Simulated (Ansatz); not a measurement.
Energy profile

The step: SiH₄O ([OH][SiH3]) + NH₃ + HF → SiNH₅ ([NH2][SiH3]) + H₂O + HF; bonds formed: Si1–N7, O2–H8, H6–F9; bonds broken: Si1–O2, H6–N7, H8–F9 (atoms numbered as in the saddle structure below).

```
12
angstrom
Si -0.7749 0.0148 -0.8483
O -0.3040 -1.3912 0.5640
H -0.2971 -1.0086 -1.8016
H -1.0685 1.1525 -1.8125
H -2.0979 -0.0220 -0.1691
H 1.2241 0.3742 0.6799
N 0.6072 0.9878 -0.0478
H 0.6121 -1.1737 1.0787
F 1.6910 -0.5569 1.4897
H -1.0041 -1.5360 1.2044
H 0.2172 1.7868 0.4443
H 1.1949 1.3725 -0.7816
```

Electronic energies by CCSD(T) at an estimated basis limit (MP2 extrapolated from triple and quadruple zeta, plus CCSD(T) − MP2 in triple zeta), on PBE0-D4/def2-TZVP structures; SiNH8OF, singlet; no counterpoise correction. Ansatz 0.2.0; basis: def2-TZVPP and def2-QZVPP; cores frozen in the correlated methods. Extrapolation: Hartree–Fock as exp(−7.88 √X), correlation as X^−2.97.

Give the profile in eV, counted from the separated reactants. (An estimate is asked for; the value comes from the calculation.)

Computed:
| point | eV |
| --- | --- |
| separated: SiH4O (linked as [OH][SiH3]; Si1, O2, H3, H4, H5, H10; singlet) + NH3 (H6, N7, H11, H12; singlet) + HF (H8, F9; singlet) | 0.000 |
| start structure | -0.625 |
| saddle | 0.224 |
| end structure | -0.330 |
| separated: SiNH5 (linked as [NH2][SiH3]; Si1, H3, H4, H5, N7, H11, H12; singlet) + H2O (O2, H8, H10; singlet) + HF (H6, F9; singlet) | 0.424 |

T1 diagnostic: at most 0.011.

For scale, one of the runs: CCSD(T)/def2-TZVPP, 247 basis functions, launched by `ansatz run in.yaml --threads 4 --pin off --events-out ev --progress --plain --max-ram 9574MiB`. Hardware: 4 CPU threads of an AMD EPYC, shared host. Wall time 4.6 min; peak host memory 5.3 GiB.
